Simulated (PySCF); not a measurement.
Molecule: Hydrogen diatomic, H$_{2}$.

Cartesian coordinates in Å; atom numbers follow the order of the lines, from 1:
```xyz
2

H     0.383   -0.006   -0.005
H    -0.378    0.009   -0.023
```

Geometry PBE0-D3(BJ)/def2-SVP throughout; GIAO in PySCF 2.14.0 with density-fitted response routines, gas phase, one conformer, non-relativistic; equivalent atoms averaged; functional PBE0.

Task: How do the shifts δ (against TMS at the same level) depend on the basis set? (ppm; last column core-seconds on shared hosts with different chips, so compare them loosely)

Result: 
```csv
basis set,functions,H1/H2,core-s
STO-3G,2,5.15,0.1
6-31G,4,5.67,0.12
6-31G*,4,5.02,0.31
pcSseg-0,4,6.22,0.3
pcSseg-1,10,5.14,0.2
cc-pVDZ,10,5.08,0.34
def2-SVP,10,5.16,0.33
"6-311+G(2d,p)",12,5.10,0.39
def2-TZVP,12,5.08,0.41
aug-cc-pVDZ,18,5.19,0.44
IGLO-III,20,5.02,0.46
pcSseg-2,28,4.96,0.11
cc-pVTZ,28,4.98,0.55
pcSseg-3,66,4.90,1
```

Task: What range do the values span?

Result: H1/H2 (hydrogen): from 4.90 ppm with pcSseg-3 to 6.22 ppm with pcSseg-0. 

A small basis that lands close on one nucleus may do so by chance; judge by the trend and by all nuclei.
